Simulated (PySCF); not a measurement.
Numbering as in the mapped SMILES `[Cl:1][CH2:2][C:3]1=[CH:4][CH2:5][SiH2:6]1`; H(Xn) means a hydrogen on atom n.

How the numbers were obtained: shielding tensors at PBE0/pcSseg-1 (GIAO), geometry: GFN2-xTB, in PySCF (no solvent model, averaged over atoms made equivalent by symmetry, fast rotation or ring inversion, single conformer, non-relativistic).

δ = σ(ref) − σ, references computed at the same level: TMS for ¹³C and ¹H and ²⁹Si; ³⁵Cl against HCl.

```
 atoms  nucleus  count  Hirshfeld charge  δ (ppm)
    C5      ¹³C      1             -0.16        ?
   Si6     ²⁹Si      1              0.34        ?
    C2      ¹³C      1             -0.04     51.4
 H(C4)       ¹H      1              0.05     7.07
H(Si6)       ¹H      2             -0.07     5.00
 H(C2)       ¹H      2              0.05     4.13
   Cl1     ³⁵Cl      1             -0.09      128
    C3      ¹³C      1             -0.10    155.2
    C4      ¹³C      1             -0.03    156.6
 H(C5)       ¹H      2              0.04        ?
```

Complete the table.

Answers


- C5: 16.5 ppm, allylic sp3 CH2 bonded to Si
- H(C5): 1.82 ppm, hydrogen on an allylic sp3 CH2 bonded to Si; allylic position
- Si6: -43.2 ppm, silicon bonded to 2 C, 2 H, in a 4-membered ring

Carbons that carry Cl, above all several Cl atoms, come out too deshielded, partly because spin–orbit coupling is missing. Shifts are as computed. Against solution values, carbons near 30 ppm lie about +3 ppm off and those near 130 ppm about +5 ppm; carbons on Cl a further +6 ppm. Of 1211 compounds with measured shifts, 218 miss one by over three times the rms of a fit or turn the order of signals round; such compounds aren't used in these exercises.
